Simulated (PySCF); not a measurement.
**Relaxation of quintet CoCl3**

Method: UB3LYP/[Co def2-SVP, Cl def2-SVP], no relativity, density fitting, PySCF. A (50,194) grid was used.

A hand-made T-shaped start, of C2v symmetry, held to at least that symmetry:

Coordinates in bohr (charge 0 multiplicity 5):
```
Co    0.0000    0.0000   -0.9061
Cl    0.0000    0.0000    3.0623
Cl    3.9660    0.0000   -0.7676
Cl   -3.9660    0.0000   -0.7676
```

Optimiser trace:
| step | E − E(last) (kJ/mol) | largest gradient (Eh/bohr) |
| --- | --- | --- |
| 0 | 144.85 | 0.05153 |
| 1 | 98.00 | 0.02188 |
| 2 | 52.75 | 0.02728 |
| 3 | 31.39 | 0.02123 |
| 4 | 19.05 | 0.02013 |
| 5 | 3.95 | 0.00962 |
| 6 | 0.23 | 0.00111 |
| 7 | 0.03 | 0.00222 |
| 8 | 0.01 | 0.00080 |
| 9 | 0.00 | 0.00017 |

It ends at D3h with Co–Cl 2.121 Å (×3); Cl–Co–Cl 120.0° (×3) (after a last refinement on a finer grid). A frequency run shows a minimum. Other isomers or separated fragments may lie lower.

With open d or f shells other occupations or spin states may lie lower.
